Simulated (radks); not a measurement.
Q: The mean radii <r> (bohr) of the occupied orbitals of an atom or ion are listed with their occupations. Method: Dirac Kohn-Sham, LDA (Slater exchange, Perdew-Wang correlation), spin-unpolarised, spherical densities, finite nucleus; Fermi nuclear charge, rms radius of each element as measured or else 0.836 A^(1/3) + 0.57 fm; computed with a radial shooting solver on a logarithmic mesh with Libxc functionals.

| orbital | occ. | <r> |
|---|---|---|
| 1s1/2 | 2 | 0.01716 |
| 2s1/2 | 2 | 0.07175 |
| 2p1/2 | 2 | 0.05908 |
| 2p3/2 | 4 | 0.06751 |
| 3s1/2 | 2 | 0.1867 |
| 3p1/2 | 2 | 0.1769 |
| 3p3/2 | 4 | 0.1924 |
| 3d3/2 | 4 | 0.1676 |
| 3d5/2 | 6 | 0.1724 |
| 4s1/2 | 2 | 0.4153 |
| 4p1/2 | 2 | 0.4180 |
| 4p3/2 | 4 | 0.4522 |
| 4d3/2 | 4 | 0.4619 |
| 4d5/2 | 6 | 0.4732 |
| 5s1/2 | 2 | 0.9527 |
| 4f5/2 | 6 | 0.5126 |
| 4f7/2 | 8 | 0.5200 |
| 5p1/2 | 2 | 1.034 |
| 5p3/2 | 4 | 1.135 |
| 5d3/2 | 4 | 1.632 |
| 5d5/2 | 5 | 1.716 |
| 6p1/2 | 1 | 4.069 |

Name the element and its charge. Open shells, if any, fill j = l - 1/2 first.

A: Z = 78, platinum, charge 0: Pt in [Xe] 4f14 5d9 6p1. The 1s radius gives Z: for a bare nucleus <r> = (2 gamma + 1)/(2Z) with gamma = sqrt(1 - (Z/c)^2), 0.01695 bohr for Z = 78, and screening makes it slightly larger (0.01716 here). The occupations add up to 78, and the charge is Z minus that.
